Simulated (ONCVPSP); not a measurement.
# Building the ONCV potential for Sb (Z = 51) (Wu-Cohen, scalar-relativistic).

```
Element                 : antimony (Sb)
Generator               : ONCVPSP 4.0.1
Type                    : optimised norm-conserving Vanderbilt (ONCV)
Functional              : Wu-Cohen
Relativity              : scalar-relativistic
Frozen core             : [Ar] 3d10
Valence charge          : 23
Reference configuration : 4s2 4p6 4d10 5s2 5p2 (charge +1)
Partial waves           : 4s+5s: rc 1.55 bohr, ncon 4, nbas 9, qcut 9.4 1/bohr, 2 projectors; 4p+5p: rc 1.65 bohr, ncon 4, nbas 8, qcut 9.6 1/bohr, 2 projectors; 4d: rc 1.40 bohr, ncon 3, nbas 7, qcut 13.4 1/bohr, 2 projectors, debl 1.1 Ha
Local potential         : polynomial inside 1.10 bohr (lpopt 5, dvloc0 1 Ha)
Core correction         : none
```

In the d channel the program set the typed energies aside and used -1.542, 0.250 Ha.

All-electron outer shells of the reference configuration (Wu-Cohen, scalar-relativistic, ld1.x):

| shell | level (eV) | outermost node (bohr) | outermost maximum (bohr) |
| --- | --- | --- | --- |
| 3p | -758.91 | 0.13 | 0.29 |
| 3d | -524.47 | – | 0.24 |
| 4s | -157.23 | 0.39 | 0.73 |
| 4p | -110.22 | 0.39 | 0.76 |
| 4d | -41.97 | 0.38 | 0.84 |
| 5s | -20.74 | 0.95 | 1.88 |
| 5p | -12.05 | 1.04 | 2.24 |

Calculated quality:

- Cutoffs needed: 47 Ha and 55 Ha (the cutoffs (Ha) at which the residual kinetic energy of the hardest occupied pseudo-wave falls to 1 and 0.1 mHa per electron)
- Ghost test: no bound ghost flagged; no localised positive-energy state flagged
- Largest excitation error: -10 meV (all-electron minus pseudo) for 4s2 4p6 4d10 5s2 5p0, out of 4 test configurations

Generation and tests took about 8 s on one core of a shared server CPU.
